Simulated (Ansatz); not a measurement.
# Ligand exchange: GeH2(CH3)2 + GaH2(SH) → GeH2(CH3)(SH) + GaH2(CH3)

Species: GeH2(CH3)2, singlet; GaH2(SH), singlet; GeH2(CH3)(SH), singlet; GaH2(CH3), singlet. The partners trade CH3 for SH: Ge–CH3 and Ga–SH bonds give way to Ge–SH and Ga–CH3.

Shapes, held fixed at every level: PBE0-D4/def2-TZVP. Flexible molecules stand in one conformer, not always the lowest. Programs: Ansatz 0.2.0. Electronic energies: no zero-point or thermal term.

```
                level                    kind  ΔE (kJ/mol)  less CCSD(T)/def2-TZVPP  CPU time (sum over the molecules)
        HF/def2-TZVPP            Hartree–Fock        +54.6                     -1.2                                  –
 r2SCAN-D4/def2-TZVPP                meta-GGA        +55.8                      0.0                               36 s
  B3LYP-D4/def2-TZVPP           global hybrid        +53.1                     -2.7                               34 s
   PBE0-D4/def2-TZVPP           global hybrid        +53.3                     -2.5                               23 s
r2SCAN0-D4/def2-TZVPP           global hybrid        +55.3                     -0.5                               39 s
   wB97M-V/def2-TZVPP  range-separated hybrid        +52.6                     -3.2                               82 s
         MP2/def2-SVP     perturbation theory        +60.1                     +4.3                                  –
   CCSD(T)/def2-TZVPP   coupled cluster or CI        +55.8                      0.0                               80 s
```

The highest level, CCSD(T)/def2-TZVPP, gives ΔE = +55.8 kJ/mol; the levels span +52.6 to +60.1. The column of differences is taken from that level and isn't an error. No measured value is set beside it here. Relativity is left out for Ga, Ge. Outer-core shells of Ga, Ge are correlated, in sets that cover them unevenly. Times are processor times on shared x86 and Arm servers, and rough.
